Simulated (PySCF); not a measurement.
Compound: C₅H₃F₃.
Numbering: `[CH:1]#[C:2]/[C:3]([F:4])=[C:5](\[F:6])[CH2:7][F:8]` (hydrogens: H9 on C1; H10, H11 on C7)

A GFN2-xTB structure was refined with PBE0-D3(BJ)/def2-SVP geometry optimisation, gas phase in PySCF 2.14.0. Its GFN2-xTB values:

```tsv
coordinate	GFN2-xTB
C1≡C2	1.225 Å
C1–H9	1.027 Å
C2–C3	1.423 Å
C3–F4	1.336 Å
C3=C5	1.327 Å
C5–F6	1.343 Å
C5–C7	1.486 Å
C7–F8	1.379 Å
C7–H10	1.103 Å
C1–C2–C3	177.8°
C2–C3–F4	113.4°
C2–C3–C5	125.3°
C3–C5–F6	119.4°
C3–C5–C7	125.0°
F4–C3–C5	121.3°
C5–C7–F8	110.9°
F6–C5–C7	115.6°
C3–C5–C7–F8	93°
```

Problem. How do these coordinates change at the PBE0-D3(BJ)/def2-SVP level?

Solution. 
```csv
coordinate,PBE0-D3(BJ)/def2-SVP (Å or °),change
C1–H9,1.075,+0.048
C3=C5,1.346,+0.019
C5–F6,1.327,-0.016
C1≡C2,1.212,-0.013
C7–F8,1.371,-0.008
C2–C3,1.417,-0.006
C7–H10,1.100,-0.003
C5–C7,1.483,-0.003
C3–F4,1.338,+0.002
C2–C3–F4,116.2,+2.8
F4–C3–C5,118.9,-2.4
C1–C2–C3,179.5,+1.7
C3–C5–C7,125.5,+0.5
C2–C3–C5,124.9,-0.4
C3–C5–F6,119.1,-0.3
F6–C5–C7,115.4,-0.2
C5–C7–F8,110.9,0.0
C3–C5–C7–F8,114,+21
```

The energy falls by 2.9 kcal/mol over 12 energy and gradient evaluations, the largest force component goes from 0.0690 to 3.8e-04 Eh/bohr, and the atoms move by 0.166 Å rms after alignment. The bond that changes most is C1–H9 (terminal alkyne carbon to alkyne hydrogen), which lengthens by 0.048 Å. Bonds longer at the end by more than 0.005 Å: 3 of 10; shorter: 4. Among the dihedrals that turn most is C3–C5–C7–H11, from -149° to -126°. Rotational constants go from 3612, 1333, 1048 to 3753, 1305, 1027 MHz.

The run used 127 basis functions and 87 SCF cycles in all. Time: 59 s wall; peak memory 0.52 GiB. Hardware: one thread of an Arm Neoverse V2, no GPU, shared host with 32 logical CPUs at a one-minute load of 13.

Whether it is a minimum is left open (no frequencies). One conformer, not necessarily the lowest.
